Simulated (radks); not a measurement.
The numbers below are computed, except where a source is named.
Problem. These are the eigenvalues of the occupied orbitals of an atom or ion with whole-number occupations (hartree). Level of theory: Dirac Kohn-Sham, XLYP, spin-unpolarised, spherical densities, point nucleus (a radial shooting solver on a logarithmic mesh with Libxc functionals).

1s1/2: -351.6069
2s1/2: -63.24558
2p1/2: -58.80164
2p3/2: -58.00756
3s1/2: -23.07809
3p1/2: -21.63553
3p3/2: -21.45964

Which element is it, and in what charge state? The configuration may be excited. Open shells, if any, are shared by 2j + 1.

Solution. Z = 29, copper, charge +17: Cu17+ in [He] 2s1 2p6 3s2 3p1. The list shows which subshells hold electrons but not how many an open one holds; the 1s level, -351.61 hartree, gives Z - s = 26.5 by -(Z - s)^2/2, which with screening and relativity narrows Z to a few neighbours, and the depths of the outer levels then fix element, charge and occupations together.
